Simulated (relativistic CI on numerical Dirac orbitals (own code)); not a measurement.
Electric-dipole transitions in Hf XIX

Calculated at this level of theory: Dirac-Coulomb-Breit CI, separate exchange-only KLI orbitals for each configuration, a model potential for QED, unscaled Slater integrals (own radial code, finite nucleus).

CI space (outside the closed core [Ar] 3d10 4p6 4d10): 4s²4f⁸, 4s²4f⁷5s, 4s²4f⁶5s², 4s²4f⁶5s5p, 4s²4f⁷5p, 4s²4f⁷6s, 4s²4f⁷6p, 4f¹⁰. Levels of other configurations are missing.

```csv
λ vac (Å),Lower,Upper,A (s⁻¹),E lower (cm⁻¹),E upper (cm⁻¹)
379.25,4s²4f⁸ ⁷F6 [1],4s²4f⁷5s ⁵I°7 [388],3.81e+02,0.0,263680.9
380.11,4s²4f⁸ ⁷F6 [1],4s²4f⁷5s ⁵I°6 [385],1.20e+02,0.0,263082.8
383.79,4s²4f⁸ ⁷F5 [2],4s²4f⁷5s ³K°6 [398],3.69e+03,6755.8,267317.7
384.85,4s²4f⁸ ⁷F6 [1],4s²4f⁷5s ⁵H°7 [372],4.03e+02,0.0,259843.6
385.91,4s²4f⁸ ⁷F5 [2],4s²4f⁷5s ⁵D°4 [394],1.39e+03,6755.8,265883.9
387.49,4s²4f⁸ ⁷F6 [1],4s²4f⁷5s ³L°7 [366],1.34e+02,0.0,258069.2
388.64,4s²4f⁸ ⁷F6 [1],4s²4f⁷5s ⁵K°7 [364],9.22e+02,0.0,257308.6
390.13,4s²4f⁸ ⁷F5 [2],4s²4f⁷5s ⁵I°6 [385],1.77e+02,6755.8,263082.8
391.33,4s²4f⁸ ⁷F4 [3],4s²4f⁷5s ³G°5 [391],4.36e+03,9693.9,265234.9
393.69,4s²4f⁸ ⁷F5 [2],4s²4f⁷5s ⁵G°6 [378],3.67e+03,6755.8,260764.0
394.17,4s²4f⁸ ⁷F4 [3],4s²4f⁷5s ⁵I°5 [387],3.64e+02,9693.9,263388.5
395.23,4s²4f⁸ ⁷F3 [4],4s²4f⁷5s ⁵D°4 [394],7.09e+02,12864.5,265883.9
395.88,4s²4f⁸ ⁷F2 [5],4s²4f⁷5s ⁵G°3 [399],6.62e+02,14834.6,267438.0
396.57,4s²4f⁸ ⁷F6 [1],4s²4f⁷5s ⁷H°7 [346],9.95e+03,0.0,252164.0
396.86,4s²4f⁸ ⁷F2 [5],4s²4f⁷5s ⁵F°3 [397],2.87e+03,14834.6,266811.3
397.80,4s²4f⁸ ⁷F5 [2],4s²4f⁷5s ⁵H°6 [367],1.37e+03,6755.8,258137.4
398.97,4s²4f⁸ ⁷F4 [3],4s²4f⁷5s ⁵G°5 [376],2.27e+02,9693.9,260341.9
399.63,4s²4f⁸ ⁷F1 [6],4s²4f⁷5s ⁵G°2 [395],3.03e+03,16320.2,266553.4
402.80,4s²4f⁸ ⁷F4 [3],4s²4f⁷5s ⁵F°4 [365],7.78e+02,9693.9,257957.6
402.91,4s²4f⁸ ⁷F3 [4],4s²4f⁷5s ⁵G°3 [380],3.56e+02,12864.5,261056.7
405.84,4s²4f⁸ ⁷F5 [2],4s²4f⁷5s ⁵K°6 [350],3.02e+02,6755.8,253156.1
409.30,4s²4f⁸ ⁷F3 [4],4s²4f⁷5s ⁵H°4 [362],1.68e+03,12864.5,257183.1
409.95,4s²4f⁸ ⁷F4 [3],4s²4f⁷5s ⁵H°5 [354],2.08e+03,9693.9,253627.3
410.98,4s²4f⁸ ⁷F6 [1],4s²4f⁷5s ⁵L°7 [324],5.10e+02,0.0,243319.2
411.73,4s²4f⁸ ⁷F1 [6],4s²4f⁷5s ⁵G°2 [370],3.75e+02,16320.2,259200.1
412.75,4s²4f⁸ ⁷F2 [5],4s²4f⁷5s ⁵G°3 [361],2.70e+02,14834.6,257111.3
416.51,4s²4f⁸ ⁷F2 [5],4s²4f⁷5s ⁵G°3 [355],2.22e+02,14834.6,254924.0
417.07,4s²4f⁸ ⁷F5 [2],4s²4f⁷5s ⁷H°6 [331],6.79e+03,6755.8,246525.7
419.25,4s²4f⁸ ⁷F5 [2],4s²4f⁷5s ⁵H°6 [329],9.01e+02,6755.8,245279.2
421.78,4s²4f⁸ ⁷F3 [4],4s²4f⁷5s ⁵G°4 [342],7.88e+02,12864.5,249952.5
422.01,4s²4f⁸ ⁷F4 [3],4s²4f⁷5s ⁷H°3 [332],7.27e+02,9693.9,246654.8
422.68,4s²4f⁸ ⁷F5 [2],4s²4f⁷5s ⁵H°4 [325],9.56e+02,6755.8,243343.3
431.03,4s²4f⁸ ⁷F4 [3],4s²4f⁷5s ⁷F°5 [319],6.10e+03,9693.9,241694.7
432.40,4s²4f⁸ ⁷F6 [1],4s²4f⁷5s ⁷G°7 [295],2.71e+04,0.0,231267.2
433.67,4s²4f⁸ ⁷F5 [2],4s²4f⁷5s ⁷F°6 [305],6.69e+03,6755.8,237343.8
434.00,4s²4f⁸ ⁷F2 [5],4s²4f⁷5s ⁵D°2 [328],5.68e+02,14834.6,245251.2
439.73,4s²4f⁸ ⁷F4 [3],4s²4f⁷5s ⁵G°5 [304],8.70e+02,9693.9,237107.6
446.84,4s²4f⁸ ⁷F6 [1],4s²4f⁷5s ⁵I°7 [281],2.84e+02,0.0,223792.9
501.01,4s²4f⁸ ⁷F3 [4],4s²4f⁷5s ⁷D°3 [260],2.83e+03,12864.5,212461.8
503.73,4s²4f⁸ ⁷F4 [3],4s²4f⁷5s ⁷D°4 [255],1.76e+03,9693.9,208213.9
507.78,4s²4f⁸ ⁷F5 [2],4s²4f⁷5s ⁷D°5 [250],6.30e+02,6755.8,203691.9
510.43,4s²4f⁸ ⁷F3 [4],4s²4f⁷5s ⁷D°3 [257],1.77e+03,12864.5,208778.0
569.12,4s²4f⁸ ⁷F3 [4],4s²4f⁷5s ⁷P°3 [228],5.21e+02,12864.5,188573.4
575.58,4s²4f⁸ ⁷F2 [5],4s²4f⁷5s ⁷P°3 [228],4.40e+02,14834.6,188573.4
578.32,4s²4f⁸ ⁷F3 [4],4s²4f⁷5s ⁷P°4 [223],2.15e+02,12864.5,185777.9
```

Terms are leading LS components. Brackets give the number of a level in order of energy, since labels repeat. The list gives strong lines, with weight on those to low levels, without lines whose two gauges differ by over a factor of 2.5, among the lowest 400 of 9251 levels, so that lines to higher ones, which can be the strongest, are missing. Levels whose partners in the same complex of configurations lie outside the list can be far off, and so can their lines. Rates are taken at the computed energies, electric ones in the length gauge.

At this charge energies of transitions that change n are usually good to better than 1 %, and those within a shell (Δn = 0) to a few per cent. Terms inside the open d or f shell come out 10 to 20 % too wide with unscaled integrals.

LS names give the leading component of a level, which can be under half, so a name can repeat, a term be missing and a line seem to break the LS rules.
